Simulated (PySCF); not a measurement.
A geometry optimisation, step by step.

C4H4BFSe.
SMILES with atom numbers: `[F:1][BH:2][c:3]1[cH:4][cH:5][se:6][cH:7]1` (hydrogens: H8 on B2; H9 on C4; H10 on C5; H11 on C7)

Method: PBE0-D3(BJ)/def2-SVP geometry optimisation, gas phase (PySCF); density fitting, grid level 1; the optimiser is geomeTRIC in internal coordinates, started from a GFN2-xTB structure with every atom displaced at random (about 0.01 Å). The frame can shift and turn from step to step; on so coarse a grid that alone can change the energy by a few meV, and forces under 0.02 eV/Å are noise.

Step 0: E = -72927.1587 eV, largest atomic force 3.175 eV/Å
```
atom  x, y, z in Å  |  force x, y, z in eV/Å
F1     -2.802    0.411    0.236   -1.530   1.324   0.245
B2     -1.861   -0.456    0.071    1.395   0.085  -0.102
C3     -0.412    0.028    0.021    1.821   0.063  -0.004
C4      0.774   -0.825   -0.141   -3.162  -0.244   0.142
C5      1.941   -0.214   -0.164    1.693   1.222   0.073
Se6     1.781    1.638    0.048    0.116  -0.225  -0.040
C7     -0.022    1.350    0.145   -0.915  -0.117   0.004
H8     -2.171   -1.569   -0.034   -0.308  -1.394  -0.129
H9      0.630   -1.888   -0.222    0.198  -0.685  -0.113
H10     2.905   -0.672   -0.260    0.665  -0.237  -0.083
H11    -0.723    2.170    0.286    0.026   0.209   0.006
```

Step 1: E = -72927.3423 eV, largest atomic force 0.505 eV/Å
```
atom  x, y, z in Å  |  force x, y, z in eV/Å
F1     -2.841    0.410    0.275    0.308  -0.209  -0.054
B2     -1.861   -0.484    0.105   -0.222   0.049   0.031
C3     -0.389   -0.022    0.046   -0.268  -0.018  -0.034
C4      0.730   -0.907   -0.117    0.472   0.174   0.039
C5      1.958   -0.296   -0.151   -0.382  -0.251  -0.010
Se6     1.797    1.543    0.014   -0.042   0.114   0.020
C7     -0.029    1.307    0.130    0.238  -0.031   0.013
H8     -2.187   -1.652   -0.001    0.010   0.126   0.019
H9      0.624   -1.991   -0.196   -0.049  -0.002  -0.010
H10     2.934   -0.770   -0.258   -0.019   0.017  -0.009
H11    -0.698    2.156    0.257   -0.048   0.033  -0.006
```

Step 2: E = -72927.3452 eV, largest atomic force 0.223 eV/Å
```
atom  x, y, z in Å  |  force x, y, z in eV/Å
F1     -2.803    0.441    0.264   -0.052  -0.160  -0.020
B2     -1.863   -0.488    0.103   -0.020   0.221   0.027
C3     -0.392   -0.031    0.046    0.034  -0.051  -0.011
C4      0.733   -0.911   -0.112    0.186   0.091  -0.021
C5      1.952   -0.296   -0.152   -0.033  -0.148   0.005
Se6     1.796    1.545    0.020   -0.053  -0.043  -0.009
C7     -0.025    1.297    0.133   -0.035   0.050   0.021
H8     -2.214   -1.644    0.006   -0.011   0.046   0.013
H9      0.626   -1.995   -0.195   -0.013  -0.002  -0.006
H10     2.927   -0.768   -0.266    0.010   0.003   0.003
H11    -0.698    2.146    0.256   -0.013  -0.005  -0.003
```

Step 3: E = -72927.3475 eV, largest atomic force 0.200 eV/Å
```
atom  x, y, z in Å  |  force x, y, z in eV/Å
F1     -2.830    0.426    0.255    0.010   0.079   0.001
B2     -1.865   -0.474    0.104    0.000  -0.054  -0.006
C3     -0.392   -0.026    0.047    0.084   0.115   0.025
C4      0.734   -0.907   -0.110   -0.129  -0.147  -0.044
C5      1.955   -0.308   -0.152    0.051   0.086   0.021
Se6     1.804    1.537    0.021    0.032  -0.013  -0.009
C7     -0.017    1.300    0.135   -0.075   0.041   0.005
H8     -2.206   -1.630    0.013    0.001  -0.077  -0.001
H9      0.616   -1.990   -0.196   -0.002  -0.012   0.001
H10     2.927   -0.785   -0.270    0.009   0.000   0.009
H11    -0.688    2.153    0.256    0.021  -0.018   0.000
```

Step 4: E = -72927.3486 eV, largest atomic force 0.066 eV/Å
```
atom  x, y, z in Å  |  force x, y, z in eV/Å
F1     -2.826    0.428    0.254    0.009   0.013  -0.004
B2     -1.861   -0.474    0.104   -0.021   0.011   0.001
C3     -0.389   -0.019    0.046   -0.056  -0.019  -0.009
C4      0.728   -0.911   -0.114   -0.020   0.052   0.016
C5      1.951   -0.312   -0.149    0.029   0.011  -0.011
Se6     1.806    1.533    0.020    0.033  -0.001   0.008
C7     -0.017    1.308    0.135    0.021  -0.062  -0.005
H8     -2.198   -1.634    0.015    0.003  -0.013   0.003
H9      0.605   -1.993   -0.201   -0.009   0.009   0.004
H10     2.923   -0.791   -0.261    0.007   0.005  -0.001
H11    -0.684    2.161    0.257    0.004  -0.007  -0.002
```

Step 5: E = -72927.3489 eV, largest atomic force 0.039 eV/Å
```
atom  x, y, z in Å  |  force x, y, z in eV/Å
F1     -2.822    0.441    0.250    0.004  -0.023  -0.007
B2     -1.865   -0.470    0.103   -0.005   0.019   0.002
C3     -0.391   -0.021    0.044    0.011  -0.013  -0.017
C4      0.727   -0.911   -0.115    0.028  -0.008   0.007
C5      1.953   -0.315   -0.149   -0.035  -0.017  -0.001
Se6     1.810    1.530    0.024   -0.010   0.008   0.003
C7     -0.014    1.303    0.134    0.018   0.009   0.009
H8     -2.208   -1.630    0.019    0.000   0.019   0.004
H9      0.604   -1.994   -0.202   -0.003  -0.002  -0.001
H10     2.925   -0.794   -0.260   -0.005  -0.002   0.000
H11    -0.681    2.157    0.256   -0.003   0.010   0.000
```

Step 6: E = -72927.3490 eV, largest atomic force 0.025 eV/Å
```
atom  x, y, z in Å  |  force x, y, z in eV/Å
F1     -2.823    0.447    0.243    0.003   0.003  -0.005
B2     -1.866   -0.464    0.101    0.001  -0.005  -0.001
C3     -0.391   -0.020    0.044    0.008   0.009   0.000
C4      0.725   -0.914   -0.113    0.001   0.006  -0.006
C5      1.951   -0.320   -0.148    0.014  -0.018   0.004
Se6     1.815    1.525    0.027   -0.013  -0.015  -0.003
C7     -0.009    1.303    0.134   -0.015   0.018   0.008
H8     -2.211   -1.623    0.022   -0.001   0.004   0.002
H9      0.598   -1.996   -0.200    0.001   0.000  -0.001
H10     2.922   -0.801   -0.260   -0.001  -0.005   0.002
H11    -0.673    2.159    0.257    0.001   0.004  -0.001
```

**Question.** Summarise the path.

**Answer.** The energy falls by 4.39 kcal/mol from step 0 to step 6; nine tenths of that is first reached at step 1. It falls at every step. The largest force goes from 3.175 to 0.025 eV/Å. Among the bonds B2–H8 changes most, from 1.159 to 1.212 Å; the atoms move by 0.030 Å rms after alignment.

**Question.** Follow the three bonds and two angles with the largest change from start to end.

**Answer.** 
```
step  E above end (kcal/mol)  largest force (eV/Å)  B2–H8 (Å)  C4–C5 (Å)  F1–B2 (Å)  C3–C4–H9 (°)  C4–C3–C7 (°)
   0                    4.39                 3.175      1.159      1.317      1.290         118.3         109.7
   1                    0.15                 0.505      1.217      1.372      1.337         123.0         113.4
   2                    0.09                 0.223      1.213      1.366      1.332         122.6         112.9
   3                    0.03                 0.200      1.209      1.361      1.328         122.1         112.5
   4                    0.01                 0.066      1.211      1.362      1.329         122.4         113.2
   5                    0.00                 0.039      1.212      1.364      1.329         122.3         112.9
   6                    0.00                 0.025      1.212      1.363      1.329         122.3         112.9
```

The cost below is that of the whole optimisation. On one thread of an Arm Neoverse V1, shared host, this took 66 s wall and 0.52 GiB of memory at its peak.
